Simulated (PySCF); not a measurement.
Precursor series Sc Cl-F. Isolated molecules, 0 K electronic values unless said otherwise.

Method: B3LYP-D3(BJ)/def2-TZVP // PBE-D3(BJ)/def2-SVP (PySCF 2.14.0). All candidates: neutral, multiplicity 1. B3LYP has the VWN-RPA correlation part, as in Gaussian. 

The LUMO is -3.04 eV, the HOMO is -10.92 eV and the dipole moment comes out as 0.00 D.

Q: Which member has these values?
A. [Sc(Cl)2(F)]
B. [Sc(F)3]
C. [Sc(Cl)(F)2]
D. [Sc(Cl)3]

A: B, [Sc(F)3]. The others give [Sc(Cl)2(F)]: -3.49 eV, -9.02 eV, 0.34 D; [Sc(Cl)(F)2]: -3.28 eV, -9.00 eV, 0.51 D; [Sc(Cl)3]: -3.64 eV, -8.97 eV, 0.06 D
